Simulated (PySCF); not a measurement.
Unrelated species, one level of theory. Theory: PySCF 2.14.0, density-fitted response routines, TDDFT B3LYP/def2-SVPD, vertical, gas phase, core orbitals frozen in the response. Geometries: PBE0-D3(BJ)/def2-SVP; one conformer of each isolated species. Triplets are in the Tamm–Dancoff approximation. 'Strongest' means the level of largest summed f among the lowest 10 singlets; it needn't be the same kind of state in each. Relativistic effects are left out although some hold elements past zinc.

Task: Rank by computed lowest singlet excitation energy, lowest first.
A. `CCCC1CC1`
B. `C[NH][GaH-]1[Cl+][GaH2-][Cl+]1`
C. `[SiH3][GeH2][GeH3]`
D. `CN=C(OC(F)(F)F)OC(F)(F)F`

Result: B (4.92 eV), D (6.28 eV), C (6.58 eV), A (7.41 eV).

```json
{"SMILES": "C[NH][GaH-]1[Cl+][GaH2-][Cl+]1", "S1 (eV)": "4.92", "f (S1)": "0.018", "first f ≥ 0.01 (nm)": "252", "T1 (eV)": "4.58", "strongest (eV)": "5.11", "S1 mainly": "H→L (69%)"}
{"SMILES": "CN=C(OC(F)(F)F)OC(F)(F)F", "S1 (eV)": "6.28", "f (S1)": "0.000", "first f ≥ 0.01 (nm)": "166", "T1 (eV)": "5.20", "strongest (eV)": "7.56", "S1 mainly": "H→L (98%)"}
{"SMILES": "[SiH3][GeH2][GeH3]", "S1 (eV)": "6.58", "f (S1)": "0.047", "first f ≥ 0.01 (nm)": "188", "T1 (eV)": "5.77", "strongest (eV)": "6.64", "S1 mainly": "H→L+1 (81%)"}
{"SMILES": "CCCC1CC1", "S1 (eV)": "7.41", "f (S1)": "0.007", "first f ≥ 0.01 (nm)": "159", "T1 (eV)": "7.29", "strongest (eV)": "8.52", "S1 mainly": "H→L (86%)"}
```

H and L stand for HOMO and LUMO.

- `C[NH][GaH-]1[Cl+][GaH2-][Cl+]1`: Löwdin shares by element: HOMO nitrogen 60%, carbon 13%, gallium 7% or more, hydrogen 5% or more; LUMO gallium 47%, chlorine 29% (atoms not listed hold the other 24%).
- `CN=C(OC(F)(F)F)OC(F)(F)F`: Löwdin shares by element: HOMO nitrogen 58%, carbon 22% or more, hydrogen 5% or more (atoms not listed hold the other 15%); LUMO carbon 32% or more, nitrogen 31%, oxygen 19% (atoms not listed hold the other 18%).
- `[SiH3][GeH2][GeH3]`: Löwdin shares by element: HOMO germanium 56%, silicon 20%, hydrogen 6% or more (atoms not listed hold the other 18%); LUMO germanium 43%, silicon 16%, hydrogen 11% or more (atoms not listed hold the other 29%).
- `CCCC1CC1`: Löwdin shares by element: HOMO carbon 76% or more (atoms not listed hold the other 24%); LUMO carbon 44% or more (atoms not listed hold the other 56%).
